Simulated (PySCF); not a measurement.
C4H9Al.
Bonds: C1–C2, C2–C3, C3–Al4, Al4–C5, C1–C5. Hydrogens: H6, H7 on C1; H8, H9 on C2; H10, H11 on C3; H12 on Al4; H13, H14 on C5.

Computed with PBE0-D3(BJ)/def2-SVP geometry optimisation, gas phase (PySCF 2.14.0).

List the bond lengths, angles and torsions at this level.

| bond | length (pm) | order |
| --- | --- | --- |
| C1–C2 | 153.8 | single |
| C3–Al4, Al4–C5 | 196.9 | single |
| C1–C5, C2–C3 | 154.1 | single |
| C1–H6 and 3 like bonds | 110.5 | single |
| C3–H10 and 3 like bonds | 110.5 | single |
| Al4–H12 | 159.3 | single |

Bonds in one row agree within 1 pm and their mean is given. Orders are formal, as drawn. A selection of angles:
| angle | degrees |
| --- | --- |
| C2–C1–C5 | 111.2 |
| C2–C1–H6 | 110.0 |
| C2–C1–H7 | 108.3 |
| C5–C1–H6 | 112.3 |
| C5–C1–H7 | 109.2 |
| H6–C1–H7 | 105.7 |
| C2–C3–Al4 | 100.6 |
| C2–C3–H10 | 112.9 |
| C2–C3–H11 | 110.1 |
| Al4–C3–H10 | 118.2 |
| Al4–C3–H11 | 109.0 |
| H10–C3–H11 | 105.8 |
| C3–Al4–C5 | 96.4 |
| C3–Al4–H12 | 131.8 |

Torsions: C5–C1–C2–C3 52° (synclinal); C1–C2–C3–Al4 -36° (synclinal); C2–C3–Al4–C5 13° (synperiplanar); C3–Al4–C5–C1 13° (synperiplanar); C2–C1–C5–Al4 -36° (synclinal). The mirror-image conformer, all signs reversed, is as good.

All 3 C–C bonds measure 1.538 to 1.541 Å. Al4 (aluminium bonded to 2 C and H) is planar (angles 131.8°, 131.8° and 96.4°, sum 360.0°, 0.00 Å off the plane of its three neighbours). The 5-membered ring C1–C2–C3–Al4–C5 has internal angles of 96.4° to 111.2°; it is puckered, 0.19 Å rms from its mean plane, widest ring torsion 52°.

Point group: C2 (tolerance 0.08 Å). Stationary, but not proved a minimum. One conformer, not necessarily the lowest.
